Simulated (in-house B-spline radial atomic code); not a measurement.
**One electron outside the [Ar] 3d10 core: Sm33+**

Computed with an all-electron radial atomic-structure program (B-spline basis), no-pair Dirac-Coulomb Hamiltonian, finite nucleus. Rungs: frozen-core Dirac-Hartree-Fock (DHF); Brueckner orbitals from the second-order correlation potential; the same with the Coulomb interaction screened by the core and the hole-particle interaction summed; Breit and QED terms from differences of relaxed Dirac-Fock atoms, where computed. Partial waves beyond l = 6 are extrapolated. The tables show a selection of states; those near core-excited levels, with erratic corrections or far from their DHF start are never shown.

Command:
```bash
python run_mb.py task.json out
```
Settings (nuclear radius in fm, box in bohr, cutoff in hartree):
```
basis_form          2
Z                   62
core_configuration  [Ar] 3d10
rms_radius          5.0819
mass_number         152
speed_of_light      137.036
box_radius          6.212
lmax                6
intervals           60
virtual_cutoff      7688.0
```

Run time, properties included: 79 s on 1 thread of Arm Neoverse V2, on a shared host.

Removal energies (eV):

| state | DHF | second order | screened | Breit + QED | final |
| --- | --- | --- | --- | --- | --- |
| 4s1/2 | 1381.03 | 1382.83 | 1382.74 | -1.48 | 1381.26 |
| 4p1/2 | 1310.92 | 1312.8 | 1312.7 | -1.33 | 1311.37 |
| 4p3/2 | 1271.3 | 1273 | 1272.91 | -0.879 | 1272.03 |
| 4d3/2 | 1159.29 | ? | ? | ? | ? |
| 4d5/2 | 1150.95 | 1152.75 | 1152.66 | -0.334 | 1152.32 |
| 4f5/2 | 1031.24 | ? | ? | ? | ? |
| 4f7/2 | 1029.52 | 1031.21 | 1031.16 | - | - |
| 5s1/2 | 817.617 | 818.522 | 818.453 | -0.663 | 817.79 |
| 5p1/2 | 784.178 | 785.122 | 785.05 | -0.604 | 784.447 |
| 5p3/2 | 765.927 | 766.808 | 766.743 | -0.402 | 766.341 |

Q: What does correlation do to 4d3/2?

A: It adds 1.867 eV to the removal energy in second order and 1.776 eV with screening; Breit and QED add -0.536 eV, for a final 1160.53 eV.

Q: What does correlation do to 4f5/2?

A: It adds 1.734 eV to the removal energy in second order and 1.679 eV with screening, giving 1032.92 eV before Breit and QED terms, which weren't computed for this state.

Q: How does the lowest state compare with the NIST ionisation energy?

A: 4s1/2 is bound by 1381.3 eV, without recoil; NIST lists 1381.56 ± 0.21 eV (semi-empirical), a difference of -0.3 eV.

Electric-dipole lines from 4s1/2 (reduced matrix elements in atomic units, length form, static core polarisation, sign of DHF taken positive):

```json
{"upper": "4p1/2", "DHF": "0.4144", "+ core polarisation": "0.3992", "+ Brueckner": "0.3987", "λ (nm)": "17.742", "A (s⁻¹)": "2.88e+10"}
{"upper": "4p3/2", "DHF": "0.5948", "+ core polarisation": "0.5736", "+ Brueckner": "0.5729", "λ (nm)": "11.352", "A (s⁻¹)": "1.14e+11"}
```

Magnetic hyperfine constants per unit nuclear g factor (MHz, nucleus as a uniformly magnetised ball; they apply to isotopes with nuclear spin):

| state | DHF | + core polarisation | + Brueckner |
| --- | --- | --- | --- |
| 4s1/2 | 667700 | 694700 | 698700 |
| 4p1/2 | 207300 | 216300 | 217600 |
| 4p3/2 | 28530 | 29290 | 29470 |
| 5s1/2 | 303400 | 314300 | 315400 |
| 5p1/2 | 95500 | 99180 | 99550 |
| 5p3/2 | 13300 | 13480 | 13540 |
